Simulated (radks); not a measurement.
Nb+, configuration [Kr] 4d4.

Calculated with a radial shooting solver on a logarithmic mesh with Libxc functionals: scalar-relativistic Kohn-Sham, SCAN, spin-polarised, spherical densities, finite nucleus; open shells are filled with parallel spins first (spin-orbit coupling, left out, can overturn this in heavy ions); meta-GGA in the generalised Kohn-Sham scheme; Fermi nuclear charge, rms radius 4.324 fm.

Energy parts (eV):
part                       energy
total                 -103955.888
kinetic                107038.284
electron-nucleus      -250197.099
Hartree                 42453.394
exchange-correlation    -3250.468

Orbitals (lengths in bohr, moments of r in powers of bohr; <r^-3> diverges for s and p1/2; r(max) is where P^2 peaks):
| orbital | occ. | eigenvalue (eV) | <r^-3> | <r^2> | <r^4> | r(max) |
|---|---|---|---|---|---|---|
| 1s up | 1 | -18856.40 | - | 0.001758 | 8.004e-06 | 0.02349 |
| 1s down | 1 | -18856.43 | - | 0.001758 | 8.004e-06 | 0.02349 |
| 2s up | 1 | -2655.669 | - | 0.02941 | 0.001492 | 0.1330 |
| 2s down | 1 | -2655.253 | - | 0.02940 | 0.001492 | 0.1330 |
| 2p up | 3 | -2368.816 | 2347 | 0.02319 | 0.001074 | 0.1065 |
| 2p down | 3 | -2368.508 | 2347 | 0.02319 | 0.001073 | 0.1065 |
| 3s up | 1 | -453.4148 | - | 0.2239 | 0.07785 | 0.3949 |
| 3s down | 1 | -453.2458 | - | 0.2240 | 0.07788 | 0.3950 |
| 3p up | 3 | -358.6798 | 385.2 | 0.2307 | 0.08723 | 0.3891 |
| 3p down | 3 | -358.4700 | 384.8 | 0.2307 | 0.08719 | 0.3892 |
| 3d up | 5 | -204.7310 | 50.46 | 0.2261 | 0.1006 | 0.3353 |
| 3d down | 5 | -204.3428 | 50.42 | 0.2260 | 0.1002 | 0.3355 |
| 4s up | 1 | -67.3036 | - | 1.552 | 3.669 | 1.040 |
| 4s down | 1 | -64.8354 | - | 1.522 | 3.532 | 1.030 |
| 4p up | 3 | -42.9141 | 50.02 | 1.978 | 6.289 | 1.132 |
| 4p down | 3 | -39.9998 | 52.32 | 1.923 | 5.928 | 1.118 |
| 4d up | 4 | -10.2062 | 3.041 | 4.962 | 49.56 | 1.488 |

The highest occupied level is 4d up at -10.206 eV. The spin density at the nucleus is -3.836 e/bohr^3 (1s -0.024, 2s -0.757, 3s 0.719, 4s -3.774). The density falls to 0.001 e/bohr^3 at r = 4.02 bohr. Spin moment in Bohr magnetons: 4. The electron density at the nucleus is 8.4e+04 e/bohr^3 (large components only). For comparison, the ionisation energy in NIST's Atomic Spectra Database is 14.320 eV (semi-empirical). In exact Kohn-Sham theory the highest level is minus the ionisation energy, but local and semilocal functionals leave it too shallow, through self-interaction and a potential that decays too fast; potentials with the right tail come closer.
